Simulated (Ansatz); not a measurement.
Input and output for the cluster Pt2H4.

```yaml
crystal:
  periodic: [false, false, false]
  atoms:
    - {symbol: Pt, position_ang: [-1.204957, -0.321165, 0.343743]}
    - {symbol: Pt, position_ang: [1.203287, 0.323696, -0.340968]}
    - {symbol: H, position_ang: [-1.952547, 0.881087, -0.202254]}
    - {symbol: H, position_ang: [2.421228, 1.042105, 0.278317]}
    - {symbol: H, position_ang: [-2.418424, -1.045066, -0.278161]}
    - {symbol: H, position_ang: [1.951402, -0.880656, 0.199333]}
basis:
  gaussian: {orbitals: def2-TZVP}
magnetization: {spin_polarized: true, initial_magnetization: 0}
hamiltonian: {xc: {name: PBE0}}
scf: {lower_state_search: full}
output: {forces: true}
```

```sh
$ ansatz run in.yaml --threads 4 --pin off --events-out ev --progress --plain --max-ram 3916MiB
```

Shortened log:

```
Functional definition: PBE0
952 factors; integrals over basis functions are off by at most 7.7e-4 eV
mean field evaluation 1: about -6556.7402 eV, gradient 2.6e1 eV
mean field evaluation 2: about -6556.8978 eV, gradient 2.6e1 eV
mean field evaluation 4: about -6559.4052 eV, gradient 8.1e0 eV
mean field evaluation 8: about -6559.6383 eV, gradient 6.2e-1 eV
mean field evaluation 16: about -6559.6395 eV, gradient 2.4e-4 eV
mean field evaluation 32: about -6539.6519 eV, gradient 8.9e1 eV
mean field evaluation 64: about -6559.6395 eV, gradient 1.9e-2 eV
mean field evaluation 96: about -6559.6395 eV, gradient 3.5e-3 eV
mean field evaluation 128: about -6559.6395 eV, gradient 6.8e-4 eV
mean field evaluation 160: about -6559.6395 eV, gradient 2.7e-4 eV
mean field evaluation 192: about -6559.6395 eV, gradient 4.2e-5 eV
mean field evaluation 224: about -6540.6576 eV, gradient 8.8e1 eV
mean field evaluation 256: about -6556.7896 eV, gradient 2.6e1 eV
mean field -6559.63952331 eV, -241.0623061981 hartree, gradient 7.9e-6 eV, S^2 0.000000; 8 other end points of the search recorded, 0 dependent functions left out
reference -6559.63955774 eV, -241.0623074634 hartree; 20, 20 occupied and 84, 84 virtual orbitals, 952 factors
Total energy: -6559.63955774 eV, -241.0623074634 hartree
Atom 0 at    -1.204957    -0.321165     0.343743 Å, force    -0.023533     0.079576    -0.159974 eV/Å
Atom 1 at     1.203287     0.323696    -0.340968 Å, force     0.025143    -0.084411     0.156666 eV/Å
Atom 2 at    -1.952547     0.881087    -0.202254 Å, force     0.095236    -0.168009     0.053030 eV/Å
Atom 3 at     2.421228     1.042105     0.278317 Å, force    -0.163632    -0.121797    -0.066840 eV/Å
Atom 4 at    -2.418424    -1.045066    -0.278161 Å, force     0.164734     0.129861     0.067763 eV/Å
Atom 5 at     1.951402    -0.880656     0.199333 Å, force    -0.097948     0.164781    -0.050645 eV/Å
Dipole moment:    -0.001625    -0.000115     0.000938 e Å
```

Run time 11 s (4 threads of Arm Neoverse V2 on a shared host).

In the def2 sets Pt takes a core potential; there is no spin–orbit coupling.
